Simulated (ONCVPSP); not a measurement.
# Pseudopotential generation for Cr: ONCV, Wu-Cohen, scalar-relativistic.

ONCVPSP 4.0.1 was run on this input:

```
# ATOM AND REFERENCE CONFIGURATION
# atsym  z   nc   nv     iexc    psfile
  Cr 24.00    5    3  -118130      upf
#
#   n    l    f
    1    0    2.00
    2    0    2.00
    2    1    6.00
    3    0    2.00
    3    1    6.00
    3    2    5.00
    4    0    0.50
    4    1    0.50
#
# PSEUDOPOTENTIAL AND OPTIMIZATION
# lmax
    2
#
#   l,   rc,      ep,       ncon, nbas, qcut
    0    2.65    0.00    3    6    2.30
    1    3.60    0.00    4    9    2.10
    2    1.45    0.00    4    8   11.20
#
# LOCAL POTENTIAL
# lloc, lpopt,  rc(5),   dvloc0
    2    5    1.45    0.00
#
# VANDERBILT-KLEINMAN-BYLANDER PROJECTORs
# l, nproj, debl
    0    1    2.30
    1    3    0.80
    2    0    2.80
#
# MODEL CORE CHARGE
# icmod, fcfact, rcfact
    3    1.75    1.50
#
# LOG DERIVATIVE ANALYSIS
# epsh1, epsh2, depsh
   -2.00    5.00    0.02
#
# OUTPUT GRID
# rlmax, drl
    6.00    0.01
#
# TEST CONFIGURATIONS
# ncnf
    4
# nvcnf
#   n    l    f
    3
    3    2    5.00
    4    0    1.00
    4    1    0.00
#
    3
    3    2    5.00
    4    0    0.00
    4    1    0.00
#
    3
    3    2    4.00
    4    0    0.00
    4    1    0.00
#
    3
    3    2    5.00
    4    0    0.50
    4    1    0.00
#
```

Command:

```bash
oncvpsp.x < Cr.dat > Cr.out
```

Resulting log (shortened: citation, most of the input echo, consistency checks and plot data are left out):

```
ONCVPSP  (Optimized Norm-Conservinng Vanderbilt PSeudopotential)
scalar-relativistic version 4.0.1

#   n    l    f        energy (Ha)
    1    0    2.00    -2.1607369E+02
    2    0    2.00    -2.4525603E+01
    2    1    6.00    -2.0629320E+01
    3    0    2.00    -2.7383633E+00
    3    1    6.00    -1.6937940E+00
    3    2    5.00    -1.3349653E-01
    4    0    0.50    -1.6563070E-01
    4    1    0.50    -4.8715707E-02

Reference configufation results
  iterations    43
  all-electron total energy (Ha)   -1.05008504D+03

Begin loop to  construct optimized pseudo wave functions
and semi-local pseudopoentials for all angular momenta

Calculating optimized projector #   1

 for l=   0

    Fraction of norm inside rc  0.327871
    Optimizing pswf for qcut=   2.30 a_B^-1,  ecut=   2.66 Ha
    Residual kinetic energy error=  1.16D-03 Ha

    Energy error per electron        Cutoff
         Ha          eV             Ha
         0.01000     0.27211        1.36
         0.00100     0.02721        2.83
         0.00010     0.00272       11.32
         0.00001     0.00027       20.01

   Wellstate for l =  1  n =  6
     eigenvalue =   0.7513
     asymptotic potential =   1.2513
     half-point radius =  7.7008

   Wellstate for l =  1  n =  7
     eigenvalue =   1.5513
     asymptotic potential =   2.0513
     half-point radius =  6.9900

Calculating optimized projector #   1

 for l=   1

    Fraction of norm inside rc  0.293710
    Optimizing pswf for qcut=   2.11 a_B^-1,  ecut=   2.22 Ha
    Residual kinetic energy error=  3.79D-05 Ha

    Energy error per electron        Cutoff
         Ha          eV             Ha
         0.01000     0.27211        0.48
         0.00100     0.02721        0.81
         0.00010     0.00272        1.36
         0.00001     0.00027        8.84

Calculating optimized projector #   2

 for l=   1

    Fraction of norm inside rc  0.189955
    Optimizing pswf for qcut=   2.11 a_B^-1,  ecut=   2.22 Ha
    Residual kinetic energy error=  2.10D-03 Ha

    Energy error per electron        Cutoff
         Ha          eV             Ha
         0.01000     0.27211        1.63
         0.00100     0.02721        2.55
         0.00010     0.00272        9.07
         0.00001     0.00027       24.25

Calculating optimized projector #   3

 for l=   1

    Fraction of norm inside rc  0.220670
    Optimizing pswf for qcut=   2.11 a_B^-1,  ecut=   2.22 Ha
    Residual kinetic energy error=  2.11D-02 Ha

    Energy error per electron        Cutoff
         Ha          eV             Ha
         0.01000     0.27211        3.06
         0.00100     0.02721        4.32
         0.00010     0.00272       11.70
         0.00001     0.00027       29.70

Calculating optimized projector #   1

 for l=   2

    Fraction of norm inside rc  0.603101
    Optimizing pswf for qcut=  11.21 a_B^-1,  ecut=  62.81 Ha
    Residual kinetic energy error=  2.59D-06 Ha

    Energy error per electron        Cutoff
         Ha          eV             Ha
         0.01000     0.27211       37.60
         0.00100     0.02721       45.76
         0.00010     0.00272       52.29
         0.00001     0.00027       58.32

Construct Vanderbilt / Kleinmman-Bylander projectors

B matrix Hermiticity error, ll=   1
   1   2   -1.2575E-05
   1   3    1.6517E-05
   2   3    2.2519E-05

  Orthonormal projector coefficients  5.9311E+00  8.5961E-01  2.2787E-01

Model core correction analysis
  based on d2Exc/dn_idn_j

d2excae - all-electron derivatives

   -2.185955D-02   -1.125017D-02   -5.302202D-03
   -1.123917D-02   -3.915608D-02   -2.993582D-02
   -5.292477D-03   -2.995758D-02   -3.708232D-02

d2excps - pseudofunction derivatives with no core correction

   -4.519927D-02   -1.242029D-02   -5.517842D-03
   -1.240785D-02   -3.832793D-02   -2.929934D-02
   -5.507778D-03   -2.932459D-02   -3.666360D-02

rms 2nd derivative error    7.811938E-03

rmatch, rhocmatch    1.5395    0.8576

Teter function model core charge with specified parameters

d2excps - pseudofunction derivatives with core correction

   -3.912296D-02   -1.151932D-02   -5.363478D-03
   -1.150831D-02   -3.856110D-02   -2.975860D-02
   -5.353836D-03   -2.977774D-02   -3.702391D-02

rms 2nd derivative error    5.760004E-03

Pseudoatom total energy   -9.744150

Diagnostic tests using Vanderbilt-Kleinman-Bylander pseudopotentials
  1 or more projectors used as specified by nproj input data

   l    rcore       rmatch      e in        delta e   norm test  slope test

   0   2.6533276   2.7338884  -0.1656307   0.0000168   1.0000293   1.0094463

   1   3.6214782   3.7314341  -0.0487157  -0.0000000   1.0000022   0.9999879
   1   3.6214782   3.7314341   0.7512843   0.0000019   1.0000660   1.0000660
   1   3.6214782   3.7314341   1.5512843   0.0000091   1.0000871   1.0000871

   2   1.4500896   1.4941174  -0.1334965   0.0000001   0.9999842   0.9999854

 Testing for bound ghosts
   n   l    E NL Schr. Eq   E Basis Diag.   E Cutoff

       0                       -7.402463     10.72  WARNING - GHOST(-)
   1   0       -0.165614       -0.161555     10.72

   2   1       -0.048716       -0.044918     37.99

 Testing for highly-localized positive-energy ghosts
       l    <radius>/rc     E Basis Diag.   E Cutoff

       1        0.173819        0.009648     37.99  WARNING - GHOST(+)

Test configuration 0

   n   l     f        eae           eps        diff
   1   0  2.0000 -216.07369184
   2   0  2.0000  -24.52560284
   2   1  6.0000  -20.62931999
   3   0  2.0000   -2.73836328
   3   1  6.0000   -1.69379398
   3   2  5.0000   -0.13349653   -0.13349643    9.97D-08
   4   0  0.5000   -0.16563070   -0.16561394    1.68D-05
   4   1  0.5000   -0.04871571   -0.04871572   -1.24D-08

    Total energies and differences
      AE_ref= -1.05008504D+03  AE_tst= -1.05008504D+03  dif=  0.00D+00
      PS_ref= -9.74414999D+00  PS_tst= -9.74414999D+00  dif= -1.78D-14
      PSP excitation error=  1.78D-14

Test configuration 1

   n   l     f        eae           eps        diff
   1   0  2.0000 -216.04697895
   2   0  2.0000  -24.50134300
   2   1  6.0000  -20.60487453
   3   0  2.0000   -2.71167767
   3   1  6.0000   -1.66677247
   3   2  5.0000   -0.10754997   -0.10767207   -1.22D-04
   4   0  1.0000   -0.14740077   -0.14722928    1.71D-04

    Total energies and differences
      AE_ref= -1.05008504D+03  AE_tst= -1.05014258D+03  dif= -5.75D-02
      PS_ref= -9.74414999D+00  PS_tst= -9.80167816D+00  dif= -5.75D-02
      PSP excitation error= -1.67D-05

Test configuration 2

psatom: WARNING lschvkbb convergence error n,l,iter=   2   1  31
ea(ii),et,emin,emax -1.341414E-01 -1.417607E-01 -1.417607E-01 -1.417607E-01
run_config: WARNING for fully non-local PS atom, stg. 1
 WARNING no output for configuration 3

Test configuration 3

psatom: WARNING lschvkbb convergence error n,l,iter=   2   1   5
ea(ii),et,emin,emax -5.794430E-02 -6.373873E-02 -6.373873E-02 -6.373873E-02
run_config: WARNING for fully non-local PS atom, stg. 1
 WARNING no output for configuration 4

Test configuration 4

   n   l     f        eae           eps        diff
   1   0  2.0000 -216.16808203
   2   0  2.0000  -24.61774027
   2   1  6.0000  -20.72169642
   3   0  2.0000   -2.83220179
   3   1  6.0000   -1.78812200
   3   2  5.0000   -0.22823350   -0.22785459    3.79D-04
   4   0  0.5000   -0.25055450   -0.25086544   -3.11D-04

    Total energies and differences
      AE_ref= -1.05008504D+03  AE_tst= -1.05004335D+03  dif=  4.17D-02
      PS_ref= -9.74414999D+00  PS_tst= -9.70240554D+00  dif=  4.17D-02
      PSP excitation error= -5.77D-05
```

Note: ghosts flagged at negative energy: s at -201.4 eV; GHOST(+) flagged for p at 0.26 eV. A true bound ghost makes a file unfit for plane-wave use.

The run took about 5.3 s on one core of a shared server CPU.
